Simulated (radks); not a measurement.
Neutral thallium inside a hard spherical wall (all orbitals vanish at R), configuration held at [Hg] 6p1 and not refilled when levels cross. Method: scalar-relativistic Kohn-Sham, PBE, spin-polarised, spherical densities, finite nucleus; open shells are filled with parallel spins first (spin-orbit coupling, left out, can overturn this in heavy ions); Fermi nuclear charge, rms radius 5.4759 fm; computed with a radial shooting solver on a logarithmic mesh with Libxc functionals. Eigenvalues in eV for spin up, with the zero of energy where the potential of the charges vanishes at infinity; a dash marks a level that is unbound or too diffuse for the functional's potential to be trusted. A positive occupied level is held by the wall or, in an anion where self-interaction has pushed it up, behind a barrier. The pressure on the wall is -dE/dV.

\begin{tabular}{lrrrrrrrrr}
R (bohr) & E (hartree) & kinetic (hartree) & e(5p) & e(5d) & e(6s) & e(6p) & e(7s, empty) & e(6d, empty) & pressure (GPa) \\ \hline
free & -20240.6987 & 22782.941 & -76.059 & -15.485 & -9.732 & -2.615 & - & - & 0 \\
10 & -20240.6973 & 22782.951 & -75.935 & -15.363 & -9.632 & -2.503 & 0.537 & 2.042 & 0.0272 \\
8 & -20240.6912 & 22782.983 & -75.659 & -15.094 & -9.418 & -2.192 & 2.363 & 3.593 & 0.231 \\
7 & -20240.6808 & 22783.035 & -75.342 & -14.789 & -9.172 & -1.776 & 4.435 & 5.092 & 0.773 \\
6 & -20240.6523 & 22783.179 & -74.726 & -14.201 & -8.666 & -0.870 & 8.423 & 7.716 & 3.04 \\
4 & -20240.2139 & 22785.239 & -70.025 & -9.857 & -3.674 & 7.284 & 36.848 & 24.687 & 98.4 \\
3.5 & -20239.6905 & 22787.554 & -66.402 & -6.496 & 1.040 & 14.284 & 57.714 & 36.821 & 297 \\
3 & -20238.4076 & 22792.971 & -59.826 & -0.147 & 11.023 & 28.331 & 95.556 & 58.735 & 1040 \\
2.5 & -20234.8556 & 22807.179 & -47.229 & 13.075 & 34.614 & 59.674 & 170.77 & 102.25 & 4400 \\
1.5 & -20175.2081 & 23012.726 & 58.038 & 140.94 & 310.29 & 378.83 & 798.00 & 467.49 & 200000 \\
\end{tabular}
